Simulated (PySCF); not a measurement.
CH₅NO₂Si₂, SMILES N#CO[SiH2][SiH2]O. Atoms are numbered in the order given.

```xyz
11

N      2.4829     1.4263    -0.8393
C      1.8645     0.4545    -1.0908
O      1.1870    -0.6016    -1.3840
Si    -0.1142    -1.1718    -0.3469
Si    -0.9526     0.6634     0.8778
O     -2.3100    -0.0294     1.6019
H      0.4699    -2.2542     0.5149
H     -1.0904    -1.7706    -1.3118
H      0.0627     1.1468     1.8785
H     -1.2907     1.7931    -0.0598
H     -2.7995     0.5392     2.2222
```

Geometry optimised at PBE-D3(BJ)/def2-SVP. The structure was generated by enumeration, and PubChem lists no compound with its InChIKey, so it may never have been made. Other conformers were not sampled.

Calculation: SMD-ωB97X/6-31G* in PySCF.

Solvation free energies are E(SMD) − E(gas) at the gas-phase geometry, for 1 M in both phases. In vacuum the dipole moment is 4.57 D.

```csv
solvent,ΔG(solv) (kcal/mol),its non-electrostatic (CDS) part,dipole (D)
water,-4.8,6.3,5.45
"N,N-dimethylformamide",___,___,___
methanol,-6.8,4.1,5.43
```

### Question
Fill in the missing entries. (The exact figures need the calculation; the answer reports its results.)

### Answer

- N,N-dimethylformamide, ΔG(solv) (kcal/mol): -5.9
- N,N-dimethylformamide, its non-electrostatic (CDS) part: 1.7
- N,N-dimethylformamide, dipole (D): 5.48
